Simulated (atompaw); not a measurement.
## rhenium (Re): one change to a PAW (atompaw) potential, before and after

atompaw 4.2.0.5 input, output lines left out:

```
Re 75
GGA-PBE scalarrelativistic loggrid 2001 logderivrange -5 5 251
6 6 5 4 0 0
6 1 0
5 2 5
0 0 0
c
c
c
c
c
v
c
c
c
v
v
c
c
v
c
2
3.00 2.80 2.40 2.30
y
0.3
n
n
y
2.1
n
custom polynom2 7 10 vanderbiltortho besselshape
bessel
3.00
3.00
1.55
3.00
2.75
2.75
```

Change: waves 6s (bound); 6s channel at 0.3 Ry; 5p (bound); 6p (bound); 5d (bound); 5d channel at 2.1 Ry; augmentation besselshape compensation charge, radius 2.80 bohr; PAW radius 3.00 bohr; waves and projectors: bloechl.

Cutoffs: the cutoffs (Ry, on a coarse ladder) from which the occupation-weighted sum of valence levels, in a spherical-Bessel basis at the reference potential, stays within 10 and 1 mRy of its value at 400 Ry; they do not see the model core or the augmentation charge, which bear on the density cutoff.

Problem. What does the change do?

Solution. The potential gets softer (35 Ry and 140 Ry → 25 Ry and 30 Ry); a bound ghost appears in s, which as a rule spoils a file.

| quantity | base | changed |
| --- | --- | --- |
| cutoff, loose | 35 Ry | 25 Ry |
| cutoff, tight | 140 Ry | 30 Ry |
| loose cutoff by channel (10 mRy a level) | s 6 Ry, p 21 Ry, d 15 Ry | s 6 Ry, p 18 Ry, d 15 Ry |
| bound ghosts | none | s |
| s: phases at 3.02 bohr within 0.05 rad from the reference energy up to (Ry; the scan ends near 5) | 2.5 | 2.7 |
| p: phases at 3.02 bohr within 0.05 rad from the reference energy up to (Ry; the scan ends near 5) | 3.9 | 4.1 |
| d: phases at 3.02 bohr within 0.05 rad from the reference energy up to (Ry; the scan ends near 5) | to the end of the scan | to the end of the scan |
| lowest overlap eigenvalue by channel | s 0.84, p 0.53, d 0.94 | s 0.01, p 0.71, d 0.88 |

 A true bound ghost makes a file unfit for plane-wave use even where its test errors are small: the radial tests pick states by their node count and pass the ghost by. The cutoffs see the waves, projectors and local potential, not the compensation charge or the core.
